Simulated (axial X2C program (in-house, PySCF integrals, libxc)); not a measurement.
## Levels of KBe by electron attachment to KBe⁺ (EOM-EA-CCSD)

Calculated with an in-house all-electron X2C program for linear molecules (integrals from PySCF): two-component X2C with atomic mean-field Coulomb and Gaunt terms, Gaussian nuclei, basis K dyall-acv3z, Be dyall-acv3z with contracted cores.

R = 3.388 Å (near the PBE0 minimum at charge 0 of the determinant lowest at the starting distance; the state shown can have its own minimum elsewhere).

Levels of KBe obtained by attaching an electron to KBe⁺:

```tsv
Ω	binding energy (eV)	above lowest (cm⁻¹)	attached spinor	one-particle weight
1/2	4.070	0	49% K sσ, 40% Be pσ	0.96
1/2	3.329	5977	66% Be pπ, 25% K pπ, 8% K dπ	0.94
3/2	3.327	5992	66% Be pπ, 25% K pπ, 8% K dπ	0.94
1/2	2.952	9021	43% Be pσ, 24% K pσ, 23% K sσ	0.94
1/2	2.222	14912	63% K pπ, 22% K dπ, 13% Be pπ	0.97
3/2	2.219	14930	63% K pπ, 22% K dπ, 13% Be pπ	0.97
1/2	2.037	16402	51% K pσ, 27% K dσ, 12% Be sσ	0.99
```

This point took 14 s on 1 thread of Intel(R) Xeon(R) 6975P-C (Granite Rapids) (shared host).

Reference electrons by ω block (each with its −ω partner): 1/2: 9, 3/2: 2. 10 electrons of KBe⁺ correlated (inner shells frozen), 92 natural virtual spinors (a truncated set); levels can be off by some tenths of an eV. Roots sought by Ω: (1/2: 5, 3/2: 4, 5/2: 2, 7/2: 1); the list ends where they run out and leaves out roots under 60 % one-particle weight. The solver can skip a root, and states that need a further excitation, which the method places far too high, are missing though they may lie low or lowest. T1 of the reference 0.008 (Lee–Taylor). The reference was not checked to be the lowest state of its species. Number of frozen shells: K 2 s, 1 p; Be 1 s.
